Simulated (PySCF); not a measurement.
Computed with B3LYP-D3(BJ)/def2-TZVP // BP86-D3(BJ)/def2-SVP (PySCF 2.14.0). Gas-phase values, no solvent. One relaxed conformer stands for a flexible species; it need not be the lowest. B3LYP has the VWN-RPA correlation part, as in Gaussian. 

Reference species: [Hf(F)3(OH)] (neutral, multiplicity 1).

```yaml
mean_distance_from_the_central_atom_to_its_bonded_neighbours: 1.922 Å
HOMO–LUMO gap: 8.92 eV
coordination_number: 4
```

Changed species: [Hf(F)4] (0 of 4 F replaced by OH; the reference has 1 of 4 F replaced by OH).

Question: What does the change do to the mean distance from the central atom to its bonded neighbours, HOMO–LUMO gap and coordination number?

Answer: the mean distance from the central atom to its bonded neighbours falls by 0.007 Å, to 1.915 Å; the HOMO–LUMO gap rises by 1.58 eV, to 10.50 eV; the coordination number hardly moves.
